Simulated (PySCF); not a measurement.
## Gd: excitation energy

Gd [Xe] 4f7 5d1 6s2 (9D) → Gd [Xe] 4f7 5d1 6s1 6p1 (high-spin determinant), as a difference of total energies. Computed with PySCF 2.14 in ANO-RCC-VTZP (8s7p5d3f2g1h, 104 functions), with scalar relativity by spin-free X2C-1e. Correlated levels: valence: [Kr] 4d10 frozen; valence and next inner shell: [Ar] 3d10 frozen. The calculations carry no spin-orbit coupling.

| method | excitation energy (eV) |
| --- | --- |
| UHF | 0.931 |
| LDA | 2.011 |
| PBE | 1.835 |
| PBE0 | 1.704 |
| r2SCAN | 1.559 |
| MP2 (valence) | 1.844 |
| SCS-MP2 (valence) | 1.942 |
| MP2 (valence and next inner shell) | 1.865 |
| SCS-MP2 (valence and next inner shell) | 1.940 |

Q: How much does correlation contribute at MP2 (valence and next inner shell)?

A: 1.865 − (0.931) = 0.934 eV, measured against UHF.

A first-order spin-orbit estimate (lowest level to lowest level, LS coupling) adds -0.102 eV.

The basis was made for the ground configuration and has no added diffuse functions, so the excitation energy can come out too high.

The determinant of the upper state mixes LS terms, which raises its energy above the lowest term, most at the Hartree-Fock and MP2 levels.
